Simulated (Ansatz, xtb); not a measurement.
C4H4N2OSi: which of two isomers lies lower

We compare a, `N#Cc1cnc([SiH3])o1`, a singlet, with b, `N#Cc1ocnc1[SiH3]`, a singlet. Both are isolated molecules in the gas phase, relaxed with B3LYP-D3(BJ)/def2-SVP.

a (Å):

```yaml
atoms:
  - { symbol: C, position_ang: [0.6796, -0.9294, 2.0550] }
  - { symbol: C, position_ang: [0.3135, -0.6939, 0.7077] }
  - { symbol: C, position_ang: [0.9237, -0.9575, -0.4946] }
  - { symbol: C, position_ang: [-0.9414, 0.0019, -0.9209] }
  - { symbol: N, position_ang: [1.0040, -1.1346, 3.1512] }
  - { symbol: N, position_ang: [0.1111, -0.5086, -1.5047] }
  - { symbol: O, position_ang: [-0.8768, -0.0817, 0.4382] }
  - { symbol: Si, position_ang: [-2.4446, 0.7938, -1.7559] }
  - { symbol: H, position_ang: [1.8844, -1.4367, -0.6721] }
  - { symbol: H, position_ang: [-1.9787, 1.9551, -2.5580] }
  - { symbol: H, position_ang: [-3.0791, -0.2193, -2.6392] }
  - { symbol: H, position_ang: [-3.3826, 1.2286, -0.6892] }
```

b (Å):

```csv
atom,x (Å),y (Å),z (Å)
C,-1.0944,1.1097,1.3235
C,-0.2721,0.4206,0.3982
C,1.5761,-0.2566,-0.4625
C,-0.5484,-0.3587,-0.7046
N,-1.7938,1.6648,2.0661
N,0.6725,-0.7753,-1.2306
O,1.0871,0.4850,0.5521
Si,-2.1969,-0.8513,-1.4701
H,2.6597,-0.3421,-0.5314
H,-3.2820,-0.2338,-0.6620
H,-2.2467,-0.3577,-2.8727
H,-2.3150,-2.3343,-1.4543
```

Quicker runs give these differences E(b) − E(a): GFN2-xTB +4.38 kJ/mol; HF/STO-3G +8.58 kJ/mol (at GFN2-xTB geometries); r2SCAN-D4/def2-SVP +1.53 kJ/mol (at GFN2-xTB geometries).

Question: Estimate E(b) − E(a) at the level CCSD(T)/def2-SVP + ΔMP2/def2-TZVPP.

Answer: Too close to call at this level: CCSD(T)/def2-SVP + ΔMP2/def2-TZVPP gives E(b) − E(a) = −3.91 kJ/mol.

How the difference moves with the method:

| level | geometry | E(b) − E(a) (kJ/mol) | departure from the last row (kJ/mol) | job, with rough time for the two |
| --- | --- | --- | --- | --- |
| GFN2-xTB | GFN2-xTB | +4.38 | +8.29 | optimisation, 0.25 s |
| HF/STO-3G | GFN2-xTB | +8.58 | +12.49 | single point, 1.1 s |
| r2SCAN-D4/def2-SVP | GFN2-xTB | +1.53 | +5.44 | single point, 6 s |
| B3LYP-D3(BJ)/def2-SVP | B3LYP-D3(BJ)/def2-SVP | −3.33 | +0.57 | optimisation, 2.9 min |
| HF/def2-SVP | B3LYP-D3(BJ)/def2-SVP | −4.67 | −0.76 | part of the CCSD(T) run |
| MP2/def2-SVP | B3LYP-D3(BJ)/def2-SVP | −5.09 | −1.18 | part of the CCSD(T) run |
| CCSD(T)/def2-SVP | B3LYP-D3(BJ)/def2-SVP | −4.68 | −0.77 | single point |
| CCSD(T)/def2-SVP + ΔMP2/def2-TZVPP | B3LYP-D3(BJ)/def2-SVP | −3.91 |  | single point, 1.7 min |

As drawn, both hold the same kinds of bond in the same numbers.

The largest departure from CCSD(T)/def2-SVP + ΔMP2/def2-TZVPP is that of HF/STO-3G, 12.49 kJ/mol. A small imaginary or near-zero mode remains, so no thermal terms are given. The last row adds to CCSD(T) the change of the MP2 difference between the two basis sets, here +0.77 kJ/mol.

The correlated steps freeze 12 core orbitals. Codes used: Ansatz 0.2.0, xtb 6.7.1; the last row on 2 threads of Intel(R) Xeon(R) Platinum 8259CL CPU @ 2.50GHz (Skylake/Cascade Lake) on a shared host.
